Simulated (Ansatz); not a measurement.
Ga2As3. Total charge 0; doublet. Geometry r2SCAN-D4/def2-SVP.

Cartesian coordinates in Å:
```
Ga 0.081 1.830 -0.792
Ga 0.307 -1.823 -0.751
As -1.558 -0.101 -0.443
As 1.582 0.102 0.350
As -0.412 -0.008 1.636
```

LC-ωPBE has ω = 0.4 bohr⁻¹. At HF/def2-TZVP the charge 0 doublet is spin-contaminated (final ⟨S²⟩ up to 1.46, 0.75 for a pure state). Another isomer (doublet) lies 0.34 eV lower at PBE0-D4/def2-TZVP; other spin states weren't run for this one.

Estimate the α-spin orbital energies around the gap (eV) in Ansatz with HF/def2-TZVP, PBE-D4/def2-TZVP, r2SCAN-D4/def2-TZVP, PBE0-D4/def2-TZVP, LC-ωPBE/def2-TZVP.


```tsv
orbital	HF/def2-TZVP	PBE-D4/def2-TZVP	r2SCAN-D4/def2-TZVP	PBE0-D4/def2-TZVP	LC-ωPBE/def2-TZVP
HOMO−5	-10.57	-7.32	-7.67	-8.35	-10.78
HOMO−4	-10.36	-7.08	-7.41	-8.06	-10.52
HOMO−3	-9.49	-6.41	-6.73	-7.31	-9.54
HOMO−2	-8.47	-5.66	-5.90	-6.40	-8.45
HOMO−1	-8.24	-5.45	-5.69	-6.23	-8.42
HOMO	-7.73	-4.94	-5.32	-5.99	-8.37
LUMO	0.02	-3.54	-3.65	-3.05	-1.47
LUMO+1	0.81	-2.31	-2.22	-1.67	0.15
LUMO+2	1.96	-1.54	-1.44	-0.83	1.11
LUMO+3	2.22	-1.38	-1.23	-0.69	1.18
LUMO+4	2.55	-1.29	-1.14	-0.53	1.50
LUMO+5	2.95	-0.78	-0.68	-0.07	1.87
β HOMO	-6.88	-5.28	-5.50	-5.97	-7.89
β LUMO	-0.53	-4.21	-4.16	-3.54	-1.70
```
